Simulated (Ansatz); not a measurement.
ClH6NSi2 (SMILES [SiH3]N[SiH2]Cl) moved off its minimum; all values from Ansatz (an electronic-structure program), cores frozen in correlated methods.
(charge 0, multiplicity 1)
```xyz
10

Si    -2.1215    -0.3471    -0.1910
N     -0.5938    -0.3201    -0.8772
Si     0.8765    -0.5877    -0.1121
Cl     1.6290     1.1209     0.7910
H     -2.7289     0.9958    -0.0833
H     -2.0173    -0.9187     1.1525
H     -3.1046    -1.1481    -1.0583
H     -0.5567     0.0393    -1.7826
H      1.9142    -0.9216    -1.1986
H      0.7566    -1.6010     0.8512
```

Forces at wB97M-V/def2-TZVPP (eV/Å):

```
atom      Fx      Fy      Fz
----  ------  ------  ------
Si1   -2.464  -0.282  -0.038
N2     0.453  -0.490   0.655
Si3    1.994   0.771  -1.628
Cl4   -0.097  -0.143   0.080
H5     0.057   0.060   0.037
H6     0.073  -0.156   0.163
H7     0.635   0.358   0.555
H8     0.222   0.641  -1.674
H9    -0.714   0.152   0.804
H10   -0.160  -0.912   1.046
```

Q: Give the forces (eV/Å), the total energy and the dipole at CCSD(T)/aug-cc-pV(T+d)Z.

A: 
| atom | Fx | Fy | Fz |
|---|---|---|---|
| Si1 | -2.571 | -0.281 | -0.034 |
| N2 | 0.461 | -0.506 | 0.611 |
| Si3 | 2.060 | 0.756 | -1.655 |
| Cl4 | -0.047 | -0.053 | 0.139 |
| H5 | 0.020 | 0.140 | 0.048 |
| H6 | 0.085 | -0.191 | 0.250 |
| H7 | 0.578 | 0.313 | 0.512 |
| H8 | 0.234 | 0.669 | -1.738 |
| H9 | -0.651 | 0.129 | 0.757 |
| H10 | -0.169 | -0.976 | 1.112 |
Energy -1096.2377 hartree, dipole 1.61 D.
